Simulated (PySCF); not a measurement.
Isomers of C4H6F4O2, one GFN2-xTB conformer each. Single-point energies are computed at PBE0/pcSseg-1 (PySCF, gas phase, no added dispersion term), electronic only.

```csv
SMILES,GFN2-xTB relative energy (kJ/mol)
COCO[C@H](F)C(F)(F)F,14.7
COC(F)(OC)C(F)(F)F,0.0
```

Conformers: `[CH3:1][O:2][CH2:3][O:4][C@H:5]([F:6])[C:7]([F:8])([F:9])[F:10]` with C1–O2–C3–O4 -70°, O2–C3–O4–C5 -63°, C3–O4–C5–F6 -82°; `[CH3:1][O:2][C:3]([F:4])([O:5][CH3:6])[C:7]([F:8])([F:9])[F:10]` with C1–O2–C3–F4 -59°, O2–C3–O5–C6 63°.

**Question.** What does PBE0/pcSseg-1 give for the same structures?

**Answer.** 
```
              SMILES  PBE0/pcSseg-1 E (Eh)  PBE0/pcSseg-1 (kJ/mol)  GFN2-xTB (kJ/mol)  point group
  COC(F)(OC)C(F)(F)F            -705.07257                     0.0                0.0           C1
COCO[C@H](F)C(F)(F)F            -705.07092                     4.3               14.7           C1
```

Both levels put the same isomer lowest. Neighbours under 10 kJ/mol apart (COC(F)(OC)C(F)(F)F and COCO[C@H](F)C(F)(F)F) can change places with a better method, another conformer or zero-point energy.

**Question.** Which frontier levels, dipoles and rotational constants go with these structures?

**Answer.** 
```csv
SMILES,"HOMO (eV, PBE0/pcSseg-1)",LUMO (eV),dipole (D),"A, B, C (MHz)"
COC(F)(OC)C(F)(F)F,-8.88,1.45,3.37,"1772, 1233, 1054"
COCO[C@H](F)C(F)(F)F,-8.66,1.37,3.14,"2155, 848.7, 728.8"
```

**Question.** As an exercise, what shares would exp(−E/RT) give at 2000 K from these electronic energies alone (no entropy, no degeneracies)?

**Answer.** RT = 16.629 kJ/mol: COC(F)(OC)C(F)(F)F 56.5 %, COCO[C@H](F)C(F)(F)F 43.5 %.
